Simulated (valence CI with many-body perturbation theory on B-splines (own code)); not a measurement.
## Ho²⁷⁺: E2, M1 decay

Computed by relativistic CI+MBPT: four valence electrons over a frozen Dirac-Fock core [Kr], radial functions for each j: 7 s, 7 p, 8 d, 6 f, 4 g, 1 h, with the one-electron correlation potential Σ1 (screened to all orders), the two-electron term Σ2, the three-electron term Σ3, Breit, model QED; selected single and double excitations, second order for the rest, scaled by the run's own slope (own B-spline code, finite nucleus).

No measured spectrum was set against this ion. As an estimate, large intervals hold to a few tenths of a per cent, small ones and those within an open d or f shell to about a per cent. The list stops below the first excitations out of the core.

Lines 1 to 50 of 120 in falling wavelength, among levels below 834380 cm⁻¹, chosen from the decays that carry over 1 % of a level's rate. Wavelengths and rates use the calculated energies. Electric multipoles are in the length gauge, E1 and E2 with the static RPA response of the core. Weak lines are less certain than strong ones. Lines between different terms over intervals too small for the method are left out, as are lines whose strength nearly cancels. The highest levels of a list are the least certain. Branching is blank where the lifetime is uncertain.

Levels are named by their leading jj configuration (3d3/2^4 stands for four electrons in 3d with j = 3/2), which in mixed levels can hold well under half, so a name can repeat and another be missing. Letters in brackets count levels of one name in rising energy.

| λ vac (nm) | Upper | Lower | Type | A (s⁻¹) | Branch % |
| --- | --- | --- | --- | --- | --- |
| 2017 | (4d3/2^3 4d5/2) J=4 | (4d3/2^3 4d5/2) J=2 | E2 | 2.90e-07 |  |
| 1559 | (4d3/2^3 4d5/2) J=3 | (4d3/2^3 4d5/2) J=4 | M1 | 3.28e+00 | 8.9 |
| 1112 | (4d3/2^2 4d5/2^2) J=6 | (4d3/2^2 4d5/2^2) J=5 | M1 | 6.23e+00 | 94.4 |
| 879.5 | (4d3/2^3 4d5/2) J=3 | (4d3/2^3 4d5/2) J=2 | M1 | 3.37e+01 | 91.1 |
| 620.2 | (4d3/2^2 4d5/2^2) J=2 [b] | (4d3/2^2 4d5/2^2) J=1 | M1 | 4.08e+01 | 1.7 |
| 566.3 | (4d3/2^2 4d5/2^2) J=5 | (4d3/2^2 4d5/2^2) J=4 [a] | M1 | 5.48e+01 | 1.5 |
| 349.5 | (4d3/2^3 4d5/2) J=2 | (4d3/2^3 4d5/2) J=1 | M1 | 7.02e+02 | 99.7 |
| 327.4 | (4d3/2^2 4d5/2^2) J=1 | (4d3/2^2 4d5/2^2) J=0 [a] | M1 | 3.98e+02 | 3.7 |
| 315.6 | (4d3/2^2 4d5/2^2) J=4 [b] | (4d3/2^2 4d5/2^2) J=3 [a] | M1 | 2.89e+02 | 16.4 |
| 302.6 | (4d3/2^2 4d5/2^2) J=3 [b] | (4d3/2^2 4d5/2^2) J=3 [a] | M1 | 7.47e+01 | 1.2 |
| 296.3 | (4d3/2^2 4d5/2^2) J=4 [c] | (4d3/2^2 4d5/2^2) J=3 [b] | M1 | 1.25e+02 | 1.2 |
| 288.4 | (4d3/2^2 4d5/2^2) J=2 [d] | (4d3/2^2 4d5/2^2) J=2 [c] | M1 | 1.98e+02 | 7.6 |
| 270.6 | (4d3/2^2 4d5/2^2) J=2 [b] | (4d3/2^2 4d5/2^2) J=2 [a] | M1 | 3.36e+02 | 14.2 |
| 269.2 | (4d3/2^2 4d5/2^2) J=4 [b] | (4d3/2^2 4d5/2^2) J=4 [a] | M1 | 5.85e+01 | 3.3 |
| 265.5 | (4d3/2 4d5/2^3) J=3 [c] | (4d3/2 4d5/2^3) J=2 [a] | M1 | 4.79e+02 |  |
| 259.7 | (4d3/2^2 4d5/2^2) J=3 [b] | (4d3/2^2 4d5/2^2) J=4 [a] | M1 | 6.48e+01 | 1.1 |
| 247.4 | (4d3/2 4d5/2^3) J=3 [b] | (4d3/2 4d5/2^3) J=3 [a] | M1 | 3.12e+02 |  |
| 227.6 | (4d3/2 4d5/2^3) J=1 [b] | (4d3/2 4d5/2^3) J=0 | M1 | 4.10e+02 | 2.1 |
| 202.1 | (4d3/2 4d5/2^3) J=2 [b] | (4d3/2 4d5/2^3) J=2 [a] | M1 | 7.42e+02 | 4.7 |
| 196.7 | (4d3/2^2 4d5/2^2) J=4 [a] | (4d3/2^3 4d5/2) J=3 | M1 | 8.15e+02 | 13.2 |
| 188.2 | (4d3/2 4d5/2^3) J=3 [a] | (4d3/2^2 4d5/2^2) J=4 [b] | M1 | 5.66e+02 | 2.6 |
| 183.1 | (4d3/2^2 4d5/2^2) J=4 [c] | (4d3/2^2 4d5/2^2) J=5 | M1 | 4.19e+02 | 3.8 |
| 179.0 | (4d3/2 4d5/2^3) J=2 [a] | (4d3/2^2 4d5/2^2) J=2 [c] | M1 | 1.28e+03 | 6.2 |
| 177.6 | (4d3/2^2 4d5/2^2) J=3 [a] | (4d3/2^3 4d5/2) J=3 | M1 | 3.89e+03 | 54.7 |
| 174.6 | (4d3/2^2 4d5/2^2) J=4 [a] | (4d3/2^3 4d5/2) J=4 | M1 | 5.35e+03 | 86.8 |
| 172.0 | (4d3/2^3 4d5/2) J=1 | (4d3/2^4) J=0 | M1 | 5.74e+03 | 100.0 |
| 169.9 | (4d3/2 4d5/2^3) J=3 [c] | (4d3/2^2 4d5/2^2) J=2 [d] | M1 | 2.24e+02 |  |
| 168.2 | (4d3/2 4d5/2^3) J=1 [b] | (4d3/2^2 4d5/2^2) J=2 [d] | M1 | 2.86e+03 | 14.7 |
| 168.1 | (4d3/2 4d5/2^3) J=3 [b] | (4d3/2^2 4d5/2^2) J=2 [c] | M1 | 1.93e+02 |  |
| 160.2 | (4d3/2 4d5/2^3) J=1 [b] | (4d3/2 4d5/2^3) J=1 [a] | M1 | 4.15e+02 | 2.1 |
| 159.9 | (4d3/2^2 4d5/2^2) J=0 [b] | (4d3/2 4d5/2^3) J=1 [a] | M1 | 1.03e+03 |  |
| 158.9 | (4d3/2 4d5/2^3) J=1 [a] | (4d3/2^2 4d5/2^2) J=2 [b] | M1 | 1.25e+03 | 4.2 |
| 153.3 | (4d3/2^2 4d5/2^2) J=2 [a] | (4d3/2^3 4d5/2) J=2 | M1 | 2.80e+03 | 21.0 |
| 151.7 | (4d3/2^2 4d5/2^2) J=2 [d] | (4d3/2^2 4d5/2^2) J=2 [b] | M1 | 8.17e+02 | 31.4 |
| 150.5 | (4d3/2 4d5/2^3) J=5 | (4d3/2^2 4d5/2^2) J=4 [b] | M1 | 3.46e+03 | 34.1 |
| 149.7 | (4d3/2^2 4d5/2^2) J=4 [c] | (4d3/2^2 4d5/2^2) J=3 [a] | M1 | 7.77e+02 | 7.1 |
| 148.6 | (4d3/2 4d5/2^3) J=3 [c] | (4d3/2^2 4d5/2^2) J=4 [d] | M1 | 2.00e+03 |  |
| 148.4 | (4d3/2^2 4d5/2^2) J=2 [d] | (4d3/2^2 4d5/2^2) J=3 [b] | M1 | 5.90e+02 | 22.7 |
| 147.7 | (4d3/2^2 4d5/2^2) J=3 [a] | (4d3/2^3 4d5/2) J=2 | M1 | 3.19e+03 | 44.9 |
| 146.7 | (4d3/2^2 4d5/2^2) J=2 [c] | (4d3/2^2 4d5/2^2) J=2 [a] | M1 | 8.06e+02 | 4.9 |
| 138.4 | (4d3/2^2 4d5/2^2) J=4 [c] | (4d3/2^2 4d5/2^2) J=4 [a] | M1 | 6.49e+03 | 59.6 |
| 135.8 | (4d3/2 4d5/2^3) J=2 [b] | (4d3/2 4d5/2^3) J=1 [a] | M1 | 9.35e+02 | 5.9 |
| 133.5 | (4d3/2^2 4d5/2^2) J=5 | (4d3/2^3 4d5/2) J=4 | M1 | 3.68e+03 | 98.5 |
| 130.0 | (4d3/2 4d5/2^3) J=5 | (4d3/2^2 4d5/2^2) J=6 | M1 | 2.02e+03 | 19.9 |
| 126.5 | (4d3/2 4d5/2^3) J=1 [a] | (4d3/2^2 4d5/2^2) J=1 | M1 | 5.31e+03 | 17.8 |
| 125.4 | (4d3/2^2 4d5/2^2) J=4 [d] | (4d3/2^2 4d5/2^2) J=5 | M1 | 5.83e+02 | 4.4 |
| 124.7 | (4d3/2 4d5/2^3) J=4 | (4d3/2 4d5/2^3) J=3 [a] | M1 | 3.13e+02 |  |
| 123.2 | (4d3/2 4d5/2^3) J=6 | (4d3/2^2 4d5/2^2) J=6 | M1 | 4.18e+03 | 44.5 |
| 119.2 | (4d3/2^2 4d5/2^2) J=6 | (4d3/2^3 4d5/2) J=4 | E2 | 3.69e-01 | 5.6 |
| 118.8 | (4d3/2^2 4d5/2^2) J=0 [a] | (4d3/2^3 4d5/2) J=1 | M1 | 2.35e+04 | 100.0 |
